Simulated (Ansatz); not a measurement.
Steps of a relaxation of C$_{3}$H$_{7}$AlO (`O[C]1([AlH2])CC1`) with RKS PBE-D4/def2-SVP.

```sh
$ ansatz run in.yaml --threads 4 --pin off --events-out ev --progress --plain --max-ram 10444MiB
```

```yaml
crystal:
  periodic: [false, false, false]
  atoms:
    - {symbol: O, position_ang: [-1.559400, 0.574100, 0.550800]}
    - {symbol: C, position_ang: [-0.379100, 0.073600, 0.160100]}
    - {symbol: Al, position_ang: [0.090200, -1.769800, 0.753800]}
    - {symbol: C, position_ang: [0.807300, 1.128000, 0.163600]}
    - {symbol: C, position_ang: [0.163200, 0.616300, -1.169500]}
    - {symbol: H, position_ang: [-2.289600, 0.099600, 0.055900]}
    - {symbol: H, position_ang: [1.650300, -2.081500, 1.218900]}
    - {symbol: H, position_ang: [-0.938300, -2.911600, 0.773900]}
    - {symbol: H, position_ang: [0.425300, 2.169000, 0.467800]}
    - {symbol: H, position_ang: [1.761200, 0.742700, 0.392600]}
    - {symbol: H, position_ang: [-0.508300, 1.357700, -1.641700]}
    - {symbol: H, position_ang: [0.854400, -0.053100, -1.692300]}
basis:
  gaussian: {orbitals: def2-SVP}
hamiltonian: {xc: pbe, dispersion: d4}
relax: {f_tol: 0.03, max_steps: 200}
```

Positions (Å) and forces (eV/Å) along the path, 10 of 15 steps:

```xyz
12
step=1 energy=-11850.6927 eV
O    -1.559    0.574    0.551   -3.495    0.653    0.538
C    -0.379    0.074    0.160    3.275   -0.688   -0.862
Al    0.090   -1.770    0.754    1.280    0.750    0.103
C     0.807    1.128    0.164   -4.121    0.617   -1.174
C     0.163    0.616   -1.169    0.891    0.376    1.766
H    -2.290    0.100    0.056    0.824    0.572    0.532
H     1.650   -2.082    1.219   -0.500    0.073   -0.187
H    -0.938   -2.912    0.774   -0.743   -0.661    0.052
H     0.425    2.169    0.468    0.898   -1.272   -0.146
H     1.761    0.743    0.393    1.668   -0.197    0.613
H    -0.508    1.358   -1.642    0.248   -0.344   -0.390
H     0.854   -0.053   -1.692   -0.224    0.121   -0.846
12
step=3 energy=-11851.1948 eV
O    -1.606    0.559    0.533   -0.198    0.213    0.310
C    -0.331    0.050    0.173   -0.275   -0.095   -0.400
Al    0.105   -1.772    0.763    0.095   -0.046    0.018
C     0.741    1.122    0.175    0.053    0.175    0.219
C     0.240    0.634   -1.139    0.040   -0.193   -0.230
H    -2.295    0.092    0.025    0.170   -0.086   -0.069
H     1.655   -2.130    0.971    0.020   -0.057   -0.013
H    -1.029   -2.886    1.008   -0.011    0.099   -0.003
H     0.384    2.114    0.497    0.080   -0.005    0.063
H     1.757    0.844    0.490    0.072    0.071    0.101
H    -0.438    1.308   -1.691   -0.022   -0.131    0.031
H     0.896    0.011   -1.772   -0.023    0.055   -0.027
12
step=5 energy=-11851.2147 eV
O    -1.627    0.547    0.519    0.137   -0.081   -0.056
C    -0.332    0.052    0.172   -0.060    0.033    0.031
Al    0.136   -1.757    0.778   -0.118   -0.097   -0.150
C     0.722    1.147    0.197    0.069    0.079    0.043
C     0.264    0.627   -1.129   -0.001   -0.025   -0.069
H    -2.269    0.023    0.003    0.005    0.011    0.032
H     1.666   -2.262    0.770   -0.078    0.050    0.043
H    -1.086   -2.748    1.118    0.086    0.002    0.066
H     0.345    2.133    0.510   -0.007    0.018   -0.002
H     1.740    0.908    0.552   -0.034    0.018   -0.005
H    -0.426    1.261   -1.710   -0.003   -0.001    0.042
H     0.944    0.016   -1.746    0.003   -0.007    0.027
12
step=6 energy=-11851.2205 eV
O    -1.621    0.540    0.511    0.029    0.001    0.028
C    -0.331    0.046    0.157   -0.081   -0.008   -0.116
Al    0.121   -1.773    0.744   -0.018   -0.027    0.104
C     0.725    1.141    0.196    0.056    0.039    0.031
C     0.264    0.639   -1.137   -0.006   -0.022   -0.041
H    -2.276    0.032   -0.002    0.042   -0.013   -0.001
H     1.655   -2.251    0.807   -0.029    0.016   -0.041
H    -1.067   -2.772    1.162    0.026    0.020   -0.026
H     0.347    2.124    0.518   -0.005   -0.004    0.014
H     1.742    0.898    0.543   -0.003    0.007    0.020
H    -0.424    1.286   -1.705   -0.007   -0.013    0.014
H     0.944    0.034   -1.761   -0.003    0.004    0.013
12
step=8 energy=-11851.2233 eV
O    -1.626    0.547    0.482   -0.012   -0.020    0.034
C    -0.334    0.046    0.147   -0.045   -0.013   -0.019
Al    0.114   -1.770    0.751    0.004    0.036    0.000
C     0.720    1.145    0.205    0.006   -0.016   -0.005
C     0.279    0.640   -1.135    0.029    0.009   -0.027
H    -2.275    0.000    0.002    0.012    0.009   -0.005
H     1.638   -2.271    0.709    0.006    0.003   -0.006
H    -1.064   -2.743    1.235   -0.012   -0.010    0.008
H     0.330    2.124    0.525    0.001    0.002    0.005
H     1.732    0.906    0.571    0.008    0.006    0.003
H    -0.407    1.283   -1.710    0.003   -0.008    0.002
H     0.970    0.037   -1.748    0.000    0.002    0.009
12
step=9 energy=-11851.2238 eV
O    -1.628    0.545    0.482   -0.005   -0.018    0.002
C    -0.337    0.045    0.143   -0.017   -0.016    0.002
Al    0.113   -1.769    0.751    0.005    0.024   -0.003
C     0.719    1.143    0.206    0.006   -0.011   -0.010
C     0.282    0.640   -1.135    0.002    0.017   -0.002
H    -2.277    0.002   -0.003    0.005    0.012   -0.001
H     1.637   -2.268    0.693   -0.001   -0.001   -0.001
H    -1.062   -2.739    1.252    0.000   -0.005    0.006
H     0.327    2.121    0.529    0.001    0.000    0.002
H     1.730    0.905    0.575    0.004    0.001    0.003
H    -0.402    1.284   -1.712    0.004    0.001   -0.003
H     0.975    0.038   -1.746   -0.003   -0.004    0.006
12
step=10 energy=-11851.2242 eV
O    -1.633    0.542    0.477   -0.001   -0.008   -0.018
C    -0.342    0.043    0.137    0.000   -0.011    0.001
Al    0.112   -1.767    0.751    0.006   -0.010    0.000
C     0.717    1.138    0.210    0.005    0.002   -0.009
C     0.285    0.643   -1.136   -0.019    0.007    0.028
H    -2.281    0.006   -0.016    0.003    0.012    0.002
H     1.636   -2.267    0.668   -0.006    0.002    0.002
H    -1.052   -2.735    1.285    0.011    0.010   -0.001
H     0.325    2.115    0.536    0.002   -0.002   -0.001
H     1.727    0.898    0.581   -0.001   -0.003    0.001
H    -0.394    1.290   -1.714    0.003    0.006   -0.005
H     0.978    0.039   -1.744   -0.002   -0.004   -0.001
12
step=12 energy=-11851.2245 eV
O    -1.641    0.538    0.465   -0.005   -0.005   -0.012
C    -0.352    0.036    0.126    0.003    0.008   -0.018
Al    0.115   -1.765    0.753   -0.008   -0.034    0.000
C     0.714    1.127    0.215    0.005    0.023    0.007
C     0.284    0.647   -1.136   -0.009   -0.018    0.021
H    -2.289    0.022   -0.050    0.012    0.006    0.007
H     1.637   -2.264    0.639   -0.002    0.009    0.002
H    -1.027   -2.728    1.341    0.008    0.015   -0.003
H     0.325    2.102    0.550    0.002   -0.003    0.001
H     1.721    0.879    0.589   -0.003   -0.004   -0.002
H    -0.386    1.307   -1.712   -0.001    0.000    0.003
H     0.976    0.043   -1.746   -0.001    0.002   -0.006
12
step=13 energy=-11851.2244 eV rejected
O    -1.643    0.537    0.461   -0.010   -0.005   -0.003
C    -0.354    0.034    0.121    0.000    0.000   -0.024
Al    0.114   -1.768    0.747    0.002    0.000    0.044
C     0.714    1.123    0.217    0.000    0.006    0.007
C     0.283    0.649   -1.137   -0.002   -0.004   -0.002
H    -2.291    0.026   -0.059    0.011    0.005    0.006
H     1.638   -2.259    0.639    0.000   -0.002   -0.013
H    -1.021   -2.724    1.359    0.000    0.005   -0.016
H     0.326    2.097    0.556    0.000   -0.003    0.001
H     1.720    0.871    0.589   -0.001   -0.003    0.000
H    -0.385    1.312   -1.709    0.000    0.000    0.002
H     0.975    0.048   -1.749   -0.001    0.002   -0.003
12
step=15 energy=-11851.2246 eV
O    -1.641    0.536    0.463    0.005    0.007    0.007
C    -0.352    0.034    0.123    0.002   -0.001   -0.006
Al    0.115   -1.767    0.752   -0.004    0.000    0.001
C     0.714    1.124    0.216    0.000    0.004    0.002
C     0.283    0.648   -1.136    0.001   -0.003    0.001
H    -2.289    0.024   -0.055   -0.005   -0.007   -0.005
H     1.639   -2.259    0.641    0.000   -0.001    0.001
H    -1.026   -2.724    1.347    0.003    0.001   -0.001
H     0.326    2.099    0.554    0.000    0.001    0.001
H     1.721    0.874    0.588   -0.002   -0.001   -0.001
H    -0.387    1.309   -1.709   -0.001    0.000    0.002
H     0.974    0.046   -1.749    0.000    0.001   -0.002
```

Run time 15 s (4 threads of an Intel Xeon Platinum 8488C on a shared host); peak host memory 0.17 GiB.
